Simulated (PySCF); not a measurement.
Species: YCl3 (singlet state).
Structure used (PBE0-D3(BJ)/def2-SVP), in Å, numbered top down from 1:
```
atom  x, y, z in Å
Y1     0.0431   -0.0227    0.0521
Cl2    2.4421   -0.0234    0.5056
Cl3   -1.2012    2.0321   -0.2902
Cl4   -1.2008   -2.0763   -0.2981
```

Computed with PBE0-D3(BJ)/def2-SVP geometry optimisation, gas phase, def2 core potentials past Kr (PySCF 2.14.0).

Which atoms are bound to Y1, and at what distances?

3 atoms: Cl4 2.426 Å, Cl3 2.426 Å, Cl2 2.441 Å.

List the angles at Y1.

| angle | degrees | distance of the outer atoms (Å) |
| --- | --- | --- |
| Cl2–Y1–Cl4 | 122.0 | 4.26 |
| Cl2–Y1–Cl3 | 122.0 | 4.26 |
| Cl3–Y1–Cl4 | 115.7 | 4.11 |

What is the shape at Y1?

Planar: angles 122.0°, 122.0° and 115.7°, sum 359.7°, 0.07 Å off the plane of its three neighbours. The Y–Cl distances aren't all alike: 2.426 to 2.441 Å.

What are the rotational constants (commonest isotopes, rigid rotor)?

A = 1711, B = 1557, C = 815.7 MHz: an asymmetric top.

Charge 0, singlet. Not checked by PBE0-D3(BJ)/def2-SVP frequencies.
